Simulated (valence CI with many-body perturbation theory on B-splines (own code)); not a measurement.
Values are calculated unless marked as measured or tabulated.
Ar XIV: magnetic and hyperfine properties of the levels

Level of theory: relativistic CI+MBPT: three valence electrons over a frozen Dirac-Fock core [He], radial functions for each j: 11 s, 11 p, 10 d, 8 f, 5 g, 2 h, with the one-electron correlation potential Σ1 (screened to all orders), the two-electron term Σ2, the three-electron term Σ3, Breit, model QED; selected single and double excitations, second order for the rest, scaled by the run's own slope (own B-spline code, finite nucleus).

No measured spectrum was set against this ion. As an estimate, levels of excited configurations hold to 0.05 to 0.15 % of their energy, terms of the ground configuration to about 0.5 %.

A/g_I is the dipole constant over the nuclear g factor μ/I (μ in nuclear magnetons, uniformly magnetised nucleus), B/Q the quadrupole constant per barn. Both hold the static response of the core; the bare values leave it out. Large factors of s and p1/2 electrons are usually good to 5 to 10 %; those of open d and f shells near neutrality can be off by tens of per cent, and small factors of p3/2, d and f electrons come from cancelling terms and can be off by a factor of two or in sign, in half-filled shells by more. B is blank for J = 1/2, where it vanishes, and for nearly pure S terms. Energies count from the lowest level.

Names give the largest LS component (configuration and term), which can be under half, so a name can repeat, a term be missing and a line seem to break the LS rules; names also repeat where a configuration has a term twice. Letters in brackets count levels of one name in rising energy.

```tsv
Level	E (× 10³ cm⁻¹)	g	A/g_I (MHz)	A/g_I bare	B/Q (MHz/b)	B/Q bare
2s2 2p 2P°_1/2	0.00	0.664	44900	43900		
2s2 2p 2P°_3/2	22.66	1.332	8630	9340	15600	15700
2s 2p2 4P_1/2	229.21	2.665	75900	75700		
2s 2p2 4P_3/2	237.80	1.733	35300	35300	12700	12700
2s 2p2 4P_5/2	249.28	1.598	37100	37100	-15800	-15900
2s 2p2 2D_3/2	410.29	0.801	-9180	-8070	22000	22100
2s 2p2 2D_5/2	411.26	1.201	42200	41000	31500	31700
2s 2p2 2S_1/2	514.72	1.736	118000	113000		
2s 2p2 2P_1/2	545.47	0.932	51300	48600		
2s 2p2 2P_3/2	554.99	1.330	-6580	-4640	-16000	-16100
2p3 4S°_3/2	717.93	1.996	-3640	-5.17		
2p3 2D°_3/2	811.08	0.813	10400	9800	6470	6510
2p3 2D°_5/2	812.97	1.199	14800	15500	-225	-226
2p3 2P°_1/2	908.94	0.664	45100	43600		
2p3 2P°_3/2	913.26	1.322	7380	8570	-6060	-6100
2s2 3s 2S_1/2	3416.7	2.001	41100	39900		
2s2 3p 2P°_1/2	3529.6	0.665	10800	10500		
2s2 3p 2P°_3/2	3535.8	1.333	4590	4720	4730	4760
2s2 3d 2D_3/2	3640.7	0.799	1470	1460	774	797
2s2 3d 2D_5/2	3642.5	1.200	504	510	1090	1120
2s 2p 3s 4P°_1/2	3648.6	2.660	91200	88700		
2s 2p 3s 4P°_3/2	3655.6	1.728	58300	57100	-12900	-13000
2s 2p 3s 4P°_5/2	3669.9	1.600	43400	42600	16400	16500
2s 2p 3s 2P°_1/2 [a]	3704.8	0.671	15500	15600		
2s 2p 3s 2P°_3/2 [a]	3720.2	1.336	41200	40600	15700	15800
2s 2p 3p 4D_1/2	3749.1	0.214	-12800	-12200		
2s 2p 3p 4D_3/2	3755.3	1.239	37900	37200	-5550	-5590
2s 2p 3p 2P_1/2 [a]	3763.2	0.471	-37100	-36200		
2s 2p 3p 2P_3/2 [a]	3765.5	1.340	27700	27200	-5860	-5900
2s 2p 3p 4D_5/2	3766.2	1.373	27900	27500	4630	4660
2s 2p 3p 4D_7/2	3778.9	1.428	26300	26000	20800	21000
2s 2p 3p 4S_3/2	3787.8	1.910	47600	46900	-1760	-1770
2s 2p 3p 4P_1/2	3796.9	2.651	86000	84500		
2s 2p 3p 4P_3/2	3805.3	1.735	42000	41500	9380	9440
2s 2p 3p 4P_5/2	3810.3	1.573	35700	35300	-5790	-5820
2s 2p 3p 2D_3/2 [a]	3813.1	0.839	5480	5430	16000	16100
2s 2p 3p 2D_5/2 [a]	3827.4	1.222	23200	23000	19100	19200
2s 2p 3d 4F°_3/2	3846.0	0.417	-16200	-15700	5670	5720
2s 2p 3d 4F°_5/2	3850.2	1.040	10600	10500	3300	3340
2s 2p 3p 2S_1/2 [a]	3855.9	1.991	58100	58300
```

Question: Take the isotope of mass number 39, with I = 7/2, μ = -1.59 μN and Q = -0.116 b. What is the hyperfine structure of 2s 2p2 4P_5/2?

Answer: From the table A = -16900 MHz, B = 1830 MHz. Shifts from the centre of gravity in MHz: F = 1: 191000, F = 2: 157000, F = 3: 105000, F = 4: 37500, F = 5: -47000, F = 6: -147000.
